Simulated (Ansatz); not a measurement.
Ansatz (a program for electronic structure) input:

Ansatz 0.2 input:
```yaml
crystal:
  periodic: [false, false, false]
  atoms:
    - {symbol: C, position_ang: [2.02915602, 0.02006880, 0.30279369]}
    - {symbol: C, position_ang: [0.85683085, -0.60306136, 0.41035204]}
    - {symbol: B, position_ang: [-0.51277892, -0.02483668, -0.06738725]}
    - {symbol: O, position_ang: [-0.67272563, 1.20270359, -0.65903888]}
    - {symbol: O, position_ang: [-1.62676445, -0.79233396, 0.11583252]}
    - {symbol: H, position_ang: [2.12424722, 1.00863237, -0.13924203]}
    - {symbol: H, position_ang: [2.95862250, -0.41800190, 0.64810014]}
    - {symbol: H, position_ang: [0.84744214, -1.59019826, 0.86490893]}
    - {symbol: H, position_ang: [0.14155833, 1.70189013, -0.76440560]}
    - {symbol: H, position_ang: [-2.42797614, -0.36314070, -0.20564872]}
basis:
  gaussian:
    orbitals: def2-TZVPD
hamiltonian:
  xc: {name: BLYP}
output: {forces: true}
```

Problem. Predict the final energy.

Solution. -254.64735 Eh (BLYP/def2-TZVPD). The basis has 236 functions.
